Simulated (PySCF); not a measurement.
Simulation results for BH₂O

Computed with PySCF 2.14.0. Calculation on a computer-drawn molecule: vertical ionisation energy to the stated ion spin, frozen-core CCSD(T) at the basis limit and cheaper methods, single-reference cases, UHF for radicals, no spin-orbit; all values are single points at the evaluated structure, the first of each entry, which is the reference or a displaced copy of it and isn't optimised; the reference structure only sets the zero of the energies above reference; triples share is (T) over the correlation energy.

Common to all runs: charge 1; multiplicity 1; ion multiplicity 2; diffuse functions no; basis cc-pVnZ; reference is the Hartree-Fock double-zeta minimum; best is HF at quadruple zeta + MP2 correlation extrapolated from triple and quadruple zeta + CCSD(T) minus MP2 at triple zeta; basis step is the size of the change from the same recipe one zeta lower.

(1) 
```xyz
4
formula=BH2O ionisation_energy_best=21.9 ionisation_energy_basis_step=0.01565 energy_above_reference_best=59.36 energy_above_reference_basis_step=0.208 ionisation_energy_Koopmans_at_triple_zeta=21.84 ionisation_energy_EOM_CCSD_at_triple_zeta=22.02 total_energy_HF_triple_zeta=-100.3892 total_energy_CCSD(T)_triple_zeta=-100.7266 total_energy_best=-100.7752 T1_diagnostic_at_triple_zeta=0.01744 D1_diagnostic_at_triple_zeta=0.03697 ion_T1_diagnostic_at_triple_zeta=0.02519 ion_D1_diagnostic_at_triple_zeta=0.06504 ion_spin_squared_at_triple_zeta=0.7593 triples_share_at_triple_zeta=0.03545 basis_functions_triple_zeta=88
B      1.0823    -2.8371     2.2183
O      0.6258    -3.5566     1.2657
H      1.6276    -2.1557     3.6079
H      0.2392    -3.8802     0.6349
```

Units: ionisation_energy_best, ionisation_energy_basis_step, ionisation_energy_Koopmans_at_triple_zeta, ionisation_energy_EOM_CCSD_at_triple_zeta in eV; energy_above_reference_best, energy_above_reference_basis_step in kcal/mol; total_energy_HF_triple_zeta, total_energy_CCSD(T)_triple_zeta, total_energy_best in hartree.

Reference structure:
```xyz
4
BH2O
B      1.0865    -2.9213     2.2928
O      0.7580    -3.5229     1.2878
H      1.4482    -2.3645     3.2566
H      0.1863    -3.8043     0.5752
```

Drawn bonds:
```csv
atom,other atom,order
1,2,1
1,3,1
2,4,1
```

Triple zeta:
```csv
method,ionisation energy (eV),energy above reference (kcal/mol)
HF,20.86,62.68
PBE,21.56,57.65
r2SCAN,21.59,59.56
B3LYP,21.83,60.09
wB97X,21.81,60.09
MP2,21.52,61.35
CCSD,21.84,59.48
CCSD(T),21.8,59.04
```

(2) 
```xyz
4
formula=BH2O ionisation_energy_best=23.69 ionisation_energy_basis_step=0.03634 energy_above_reference_best=0.03866 energy_above_reference_basis_step=0.03175 ionisation_energy_Koopmans_at_triple_zeta=24.39 ionisation_energy_EOM_CCSD_at_triple_zeta=23.45 total_energy_HF_triple_zeta=-100.4889 total_energy_CCSD(T)_triple_zeta=-100.8206 total_energy_best=-100.8697 T1_diagnostic_at_triple_zeta=0.01529 D1_diagnostic_at_triple_zeta=0.03324 ion_T1_diagnostic_at_triple_zeta=0.01094 ion_D1_diagnostic_at_triple_zeta=0.02718 ion_spin_squared_at_triple_zeta=0.7559 triples_share_at_triple_zeta=0.03392 basis_functions_triple_zeta=88
B      1.1008    -2.9212     2.2824
O      0.7611    -3.5214     1.2856
H      1.4354    -2.3782     3.2631
H      0.1852    -3.8044     0.5669
```

Units: ionisation_energy_best, ionisation_energy_basis_step, ionisation_energy_Koopmans_at_triple_zeta, ionisation_energy_EOM_CCSD_at_triple_zeta in eV; energy_above_reference_best, energy_above_reference_basis_step in kcal/mol; total_energy_HF_triple_zeta, total_energy_CCSD(T)_triple_zeta, total_energy_best in hartree.

Reference structure:
```xyz
4
BH2O
B      1.0865    -2.9213     2.2928
O      0.7580    -3.5229     1.2878
H      1.4482    -2.3645     3.2566
H      0.1863    -3.8043     0.5752
```

Drawn bonds:
```csv
atom,other atom,order
1,2,1
1,3,1
2,4,1
```

Triple zeta:
```csv
method,ionisation energy (eV),energy above reference (kcal/mol)
HF,21.65,0.08814
PBE,23.36,0.002985
r2SCAN,23.41,0.02597
B3LYP,23.71,-0.004545
wB97X,23.55,0.03174
MP2,23.73,0.05254
CCSD,23.4,0.05854
CCSD(T),23.55,0.06663
```

(3) 
```xyz
4
formula=BH2O ionisation_energy_best=24.02 ionisation_energy_basis_step=0.005428 energy_above_reference_best=6.485 energy_above_reference_basis_step=0.7926 ionisation_energy_Koopmans_at_triple_zeta=24.41 ionisation_energy_EOM_CCSD_at_triple_zeta=24.06 total_energy_HF_triple_zeta=-100.4812 total_energy_CCSD(T)_triple_zeta=-100.8092 total_energy_best=-100.8595 T1_diagnostic_at_triple_zeta=0.01349 D1_diagnostic_at_triple_zeta=0.02937 ion_T1_diagnostic_at_triple_zeta=0.04047 ion_D1_diagnostic_at_triple_zeta=0.1592 ion_spin_squared_at_triple_zeta=0.7572 triples_share_at_triple_zeta=0.03224 basis_functions_triple_zeta=88
B      1.0746    -2.9934     2.2629
O      0.7292    -3.5267     1.2970
H      1.4473    -2.3778     3.2459
H      0.1459    -3.7378     0.6102
```

Units: ionisation_energy_best, ionisation_energy_basis_step, ionisation_energy_Koopmans_at_triple_zeta, ionisation_energy_EOM_CCSD_at_triple_zeta in eV; energy_above_reference_best, energy_above_reference_basis_step in kcal/mol; total_energy_HF_triple_zeta, total_energy_CCSD(T)_triple_zeta, total_energy_best in hartree.

Reference structure:
```xyz
4
BH2O
B      1.0865    -2.9213     2.2928
O      0.7580    -3.5229     1.2878
H      1.4482    -2.3645     3.2566
H      0.1863    -3.8043     0.5752
```

Drawn bonds:
```csv
atom,other atom,order
1,2,1
1,3,1
2,4,1
```

Triple zeta:
```csv
method,ionisation energy (eV),energy above reference (kcal/mol)
HF,23.13,4.968
PBE,23.46,7.46
r2SCAN,23.58,6.741
B3LYP,24.14,6.681
wB97X,23.95,6.566
MP2,23.76,7.401
CCSD,23.97,6.761
CCSD(T),23.93,7.192
```

(4) 
```xyz
4
formula=BH2O ionisation_energy_best=23.46 ionisation_energy_basis_step=0.03447 energy_above_reference_best=8.236 energy_above_reference_basis_step=0.2547 ionisation_energy_Koopmans_at_triple_zeta=24.11 ionisation_energy_EOM_CCSD_at_triple_zeta=23.21 total_energy_HF_triple_zeta=-100.4764 total_energy_CCSD(T)_triple_zeta=-100.8078 total_energy_best=-100.8567 T1_diagnostic_at_triple_zeta=0.01668 D1_diagnostic_at_triple_zeta=0.03642 ion_T1_diagnostic_at_triple_zeta=0.01589 ion_D1_diagnostic_at_triple_zeta=0.05615 ion_spin_squared_at_triple_zeta=0.756 triples_share_at_triple_zeta=0.03445 basis_functions_triple_zeta=88
B      1.1010    -2.9116     2.3334
O      0.7262    -3.4223     1.2416
H      1.3379    -2.3796     3.2636
H      0.2490    -3.7637     0.5761
```

Units: ionisation_energy_best, ionisation_energy_basis_step, ionisation_energy_Koopmans_at_triple_zeta, ionisation_energy_EOM_CCSD_at_triple_zeta in eV; energy_above_reference_best, energy_above_reference_basis_step in kcal/mol; total_energy_HF_triple_zeta, total_energy_CCSD(T)_triple_zeta, total_energy_best in hartree.

Reference structure:
```xyz
4
BH2O
B      1.0865    -2.9213     2.2928
O      0.7580    -3.5229     1.2878
H      1.4482    -2.3645     3.2566
H      0.1863    -3.8043     0.5752
```

Drawn bonds:
```csv
atom,other atom,order
1,2,1
1,3,1
2,4,1
```

Triple zeta:
```csv
method,ionisation energy (eV),energy above reference (kcal/mol)
HF,21.39,7.956
PBE,23.38,8.864
r2SCAN,23.29,8.439
B3LYP,23.45,8.48
wB97X,23.31,8.368
MP2,23.5,8.043
CCSD,23.16,8.193
CCSD(T),23.31,8.097
```

(5) 
```xyz
4
formula=BH2O ionisation_energy_best=23.41 ionisation_energy_basis_step=0.03492 energy_above_reference_best=6.319 energy_above_reference_basis_step=0.2387 ionisation_energy_Koopmans_at_triple_zeta=24.09 ionisation_energy_EOM_CCSD_at_triple_zeta=23.17 total_energy_HF_triple_zeta=-100.4791 total_energy_CCSD(T)_triple_zeta=-100.8109 total_energy_best=-100.8597 T1_diagnostic_at_triple_zeta=0.01666 D1_diagnostic_at_triple_zeta=0.03632 ion_T1_diagnostic_at_triple_zeta=0.02016 ion_D1_diagnostic_at_triple_zeta=0.07678 ion_spin_squared_at_triple_zeta=0.756 triples_share_at_triple_zeta=0.03458 basis_functions_triple_zeta=88
B      1.1010    -2.9116     2.3334
O      0.7262    -3.4223     1.2416
H      1.3539    -2.3437     3.3263
H      0.2490    -3.7637     0.5761
```

Units: ionisation_energy_best, ionisation_energy_basis_step, ionisation_energy_Koopmans_at_triple_zeta, ionisation_energy_EOM_CCSD_at_triple_zeta in eV; energy_above_reference_best, energy_above_reference_basis_step in kcal/mol; total_energy_HF_triple_zeta, total_energy_CCSD(T)_triple_zeta, total_energy_best in hartree.

Reference structure:
```xyz
4
BH2O
B      1.0865    -2.9213     2.2928
O      0.7580    -3.5229     1.2878
H      1.4482    -2.3645     3.2566
H      0.1863    -3.8043     0.5752
```

Drawn bonds:
```csv
atom,other atom,order
1,2,1
1,3,1
2,4,1
```

Triple zeta:
```csv
method,ionisation energy (eV),energy above reference (kcal/mol)
HF,21.34,6.245
PBE,23.19,6.488
r2SCAN,23.17,6.426
B3LYP,23.35,6.599
wB97X,23.25,6.274
MP2,23.45,6.216
CCSD,23.11,6.252
CCSD(T),23.26,6.12
```

(6) 
```xyz
4
formula=BH2O ionisation_energy_best=23.37 ionisation_energy_basis_step=0.03527 energy_above_reference_best=7.063 energy_above_reference_basis_step=0.2325 ionisation_energy_Koopmans_at_triple_zeta=24.07 ionisation_energy_EOM_CCSD_at_triple_zeta=23.14 total_energy_HF_triple_zeta=-100.4776 total_energy_CCSD(T)_triple_zeta=-100.8098 total_energy_best=-100.8585 T1_diagnostic_at_triple_zeta=0.01665 D1_diagnostic_at_triple_zeta=0.03627 ion_T1_diagnostic_at_triple_zeta=0.02537 ion_D1_diagnostic_at_triple_zeta=0.1007 ion_spin_squared_at_triple_zeta=0.756 triples_share_at_triple_zeta=0.03467 basis_functions_triple_zeta=88
B      1.1010    -2.9116     2.3334
O      0.7262    -3.4223     1.2416
H      1.3647    -2.3195     3.3687
H      0.2490    -3.7637     0.5761
```

Units: ionisation_energy_best, ionisation_energy_basis_step, ionisation_energy_Koopmans_at_triple_zeta, ionisation_energy_EOM_CCSD_at_triple_zeta in eV; energy_above_reference_best, energy_above_reference_basis_step in kcal/mol; total_energy_HF_triple_zeta, total_energy_CCSD(T)_triple_zeta, total_energy_best in hartree.

Reference structure:
```xyz
4
BH2O
B      1.0865    -2.9213     2.2928
O      0.7580    -3.5229     1.2878
H      1.4482    -2.3645     3.2566
H      0.1863    -3.8043     0.5752
```

Drawn bonds:
```csv
atom,other atom,order
1,2,1
1,3,1
2,4,1
```

Triple zeta:
```csv
method,ionisation energy (eV),energy above reference (kcal/mol)
HF,21.31,7.203
PBE,23.05,6.909
r2SCAN,23.07,7.106
B3LYP,23.25,7.347
wB97X,23.21,6.923
MP2,23.42,7.047
CCSD,23.08,6.985
CCSD(T),23.23,6.825
```

(7) 
```xyz
4
formula=BH2O ionisation_energy_best=23.36 ionisation_energy_basis_step=0.03539 energy_above_reference_best=7.574 energy_above_reference_basis_step=0.2318 ionisation_energy_Koopmans_at_triple_zeta=24.06 ionisation_energy_EOM_CCSD_at_triple_zeta=23.13 total_energy_HF_triple_zeta=-100.4766 total_energy_CCSD(T)_triple_zeta=-100.8090 total_energy_best=-100.8577 T1_diagnostic_at_triple_zeta=0.01665 D1_diagnostic_at_triple_zeta=0.03626 ion_T1_diagnostic_at_triple_zeta=0.02773 ion_D1_diagnostic_at_triple_zeta=0.1112 ion_spin_squared_at_triple_zeta=0.7561 triples_share_at_triple_zeta=0.0347 basis_functions_triple_zeta=88
B      1.1010    -2.9116     2.3334
O      0.7262    -3.4223     1.2416
H      1.3681    -2.3117     3.3823
H      0.2490    -3.7637     0.5761
```

Units: ionisation_energy_best, ionisation_energy_basis_step, ionisation_energy_Koopmans_at_triple_zeta, ionisation_energy_EOM_CCSD_at_triple_zeta in eV; energy_above_reference_best, energy_above_reference_basis_step in kcal/mol; total_energy_HF_triple_zeta, total_energy_CCSD(T)_triple_zeta, total_energy_best in hartree.

Reference structure:
```xyz
4
BH2O
B      1.0865    -2.9213     2.2928
O      0.7580    -3.5229     1.2878
H      1.4482    -2.3645     3.2566
H      0.1863    -3.8043     0.5752
```

Drawn bonds:
```csv
atom,other atom,order
1,2,1
1,3,1
2,4,1
```

Triple zeta:
```csv
method,ionisation energy (eV),energy above reference (kcal/mol)
HF,21.3,7.795
PBE,23,7.315
r2SCAN,23.03,7.596
B3LYP,23.22,7.857
wB97X,23.19,7.41
MP2,23.41,7.59
CCSD,23.07,7.493
CCSD(T),23.22,7.323
```

(8) 
```xyz
4
formula=BH2O ionisation_energy_best=23.21 ionisation_energy_basis_step=0.03285 energy_above_reference_best=37.17 energy_above_reference_basis_step=0.2877 ionisation_energy_Koopmans_at_triple_zeta=23.87 ionisation_energy_EOM_CCSD_at_triple_zeta=22.97 total_energy_HF_triple_zeta=-100.4307 total_energy_CCSD(T)_triple_zeta=-100.7616 total_energy_best=-100.8106 T1_diagnostic_at_triple_zeta=0.01823 D1_diagnostic_at_triple_zeta=0.03977 ion_T1_diagnostic_at_triple_zeta=0.01058 ion_D1_diagnostic_at_triple_zeta=0.02415 ion_spin_squared_at_triple_zeta=0.7559 triples_share_at_triple_zeta=0.03501 basis_functions_triple_zeta=88
B      1.0413    -2.9244     2.2570
O      0.6563    -3.5708     1.1750
H      1.4113    -2.4501     3.2013
H      0.2276    -3.9124     0.6085
```

Units: ionisation_energy_best, ionisation_energy_basis_step, ionisation_energy_Koopmans_at_triple_zeta, ionisation_energy_EOM_CCSD_at_triple_zeta in eV; energy_above_reference_best, energy_above_reference_basis_step in kcal/mol; total_energy_HF_triple_zeta, total_energy_CCSD(T)_triple_zeta, total_energy_best in hartree.

Reference structure:
```xyz
4
BH2O
B      1.0865    -2.9213     2.2928
O      0.7580    -3.5229     1.2878
H      1.4482    -2.3645     3.2566
H      0.1863    -3.8043     0.5752
```

Drawn bonds:
```csv
atom,other atom,order
1,2,1
1,3,1
2,4,1
```

Triple zeta:
```csv
method,ionisation energy (eV),energy above reference (kcal/mol)
HF,21.11,36.6
PBE,23.27,38.32
r2SCAN,23.08,37.58
B3LYP,23.24,37.92
wB97X,23.06,37.43
MP2,23.24,37.26
CCSD,22.91,37.29
CCSD(T),23.06,37.09
```
